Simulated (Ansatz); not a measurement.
Mulliken charges of CF2O2Si, SMILES `O=C1O[Si]1(F)F` from r2SCAN/def2-TZVPP in Ansatz (PBE0-D4/def2-TZVP geometry).

| atom | x (Å) | y (Å) | z (Å) | charge (e) |
| --- | --- | --- | --- | --- |
| O1 | 1.308 | -1.646 | 0.962 | -0.202 |
| C2 | 0.630 | -0.836 | 0.463 | 0.138 |
| O3 | -0.625 | -1.011 | -0.222 | -0.278 |
| Si4 | -0.225 | 0.587 | -0.224 | 0.871 |
| F5 | 0.092 | 1.266 | -1.599 | -0.264 |
| F6 | -1.137 | 1.577 | 0.574 | -0.264 |

Question: By hand: the dipole of these point charges (1 e Å = 4.8032 D).

Answer: Σ q r = (0.076, 0.259, 0.007) e Å, of length 0.270 e Å = 1.30 D.

Question: How does the dipole of the full density compare? (An estimate is asked.)

Answer: Computed: (-0.095, 0.391, -0.110) e Å, 2.00 D; the point charges give 0.65 times that, at 34° from its direction.

Point charges leave out the atoms' own dipoles, such as those of lone pairs, and Mulliken's split depends on the basis, so the two needn't agree.
